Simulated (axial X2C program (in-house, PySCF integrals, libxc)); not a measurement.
## How long does CrF⁻ take?

A bond scan computed with an in-house all-electron X2C program for linear molecules (integrals from PySCF). Basis: Cr dyall-acv3z [10s11p7d4f2g], F dyall-av3z [7s6p3d2f] (cores contracted in-house).

Input file and command:
```json
{"zs": [24, 9], "q": -1, "bas": ["dyall-acv3z", "dyall-av3z"], "levels": ["PBE0", "HF", "LDA"], "cc": true, "r0": 1.86, "thr": -2.0, "nmax": 90, "npts": 10, "nst": 2, "ntry": 6}
```
```bash
python so2c.py task.json out
```

Keys: zs atomic numbers; q charge; bas basis sets; levels methods; cc coupled cluster on or off; r0 starting distance in Å; thr threshold in hartree for freezing inner shells (an s shell follows its p shell); nmax most natural virtual spinors; npts points on the curve; nst determinants followed; ntry starts of the search. HF also brings MP2.

Hardware: 1 thread of Intel(R) Xeon(R) Platinum 8488C (Sapphire Rapids) (shared host).

Wall time of one point of each curve, integrals apart:

```csv
Hamiltonian,level,points,seconds a point
spin-free,PBE0,10,0.95
spin-free,HF,10,0.4
spin-free,LDA,10,0.47
2c,PBE0,10,1.1
2c,HF,10,0.79
2c,LDA,10,0.53
```

The rest:

Search with its distance optimisation 37 s, atoms 47 s, whole task 180 s. Coupled cluster runs on the points near the minimum only. The program drops outer points, and coupled cluster, when its time limit (not in the input) nears; MP2, further determinants and curves that did not converge are not in the table.
